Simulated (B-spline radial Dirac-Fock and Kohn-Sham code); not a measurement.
## Ionisation energies of tellurium ions, computed and tabulated

These are calculated numbers from a radial finite-basis atomic code; the model is Dirac-Fock (average of configuration) total-energy differences with a finite nucleus, the Breit interaction including its frequency dependence, and self-energy and vacuum-polarisation corrections. Each value is the difference of the configuration-average energies of two neighbouring ions in their tabulated ground configurations. Electron correlation is not included. NIST's values refer to the lowest levels; many for high charge states are themselves semi-empirical or theoretical. Where a p, d or f shell is open in either ion the computed value averages over both j values and all terms, while the table refers to the lowest levels; that difference holds spin-orbit splitting (largest in heavy or highly charged ions), term energies where several electrons share open shells, and correlation, and it can reach 10 % or more.

| ion | configuration | computed (eV) | NIST (eV) | kind | NIST − computed (eV) |
| --- | --- | --- | --- | --- | --- |
| Te¹⁸⁺ | [Ar] 3d10 4s2 4p4 | 527.0 | 522 ± 3 | theoretical | -5.00 |
| Te¹⁹⁺ | [Ar] 3d10 4s2 4p3 | 558.7 | 555 ± 4 | theoretical | -3.69 |
| Te²⁰⁺ | [Ar] 3d10 4s2 4p2 | 590.9 | 599 ± 4 | theoretical | +8.13 |
| Te²¹⁺ | [Ar] 3d10 4s2 4p1 | 623.5 | 633 ± 4 | theoretical | +9.45 |
| Te²²⁺ | [Ar] 3d10 4s2 | 708.7 | 709 ± 4 | theoretical | +0.32 |
| Te²³⁺ | [Ar] 3d10 4s1 | 744.7 | 746.12 ± 0.25 | semi-empirical | +1.43 |
| Te²⁴⁺ | [Ar] 3d10 | 1309.0 | 1304 ± 4 | theoretical | -4.96 |
| Te²⁵⁺ | [Ar] 3d9 | 1385.8 | 1377 ± 4 | theoretical | -8.78 |
| Te²⁶⁺ | [Ar] 3d8 | 1464.2 | 1455 ± 4 | theoretical | -9.20 |
| Te²⁷⁺ | [Ar] 3d7 | 1544.2 | 1538 ± 4 | theoretical | -6.20 |
| Te²⁸⁺ | [Ar] 3d6 | 1625.8 | 1618 ± 4 | theoretical | -7.79 |
| Te²⁹⁺ | [Ar] 3d5 | 1708.9 | 1707 ± 4 | theoretical | -1.95 |
| Te³⁰⁺ | [Ar] 3d4 | 1793.7 | 1803 ± 4 | theoretical | +9.33 |

Task: Where in this range is the largest relative jump, and why?

Result: From Te²³⁺ (744.7 eV) to Te²⁴⁺ (1309.0 eV), a factor of 1.76. The configuration goes from [Ar] 3d10 4s1 to [Ar] 3d10, so the next electron comes out of a deeper subshell.
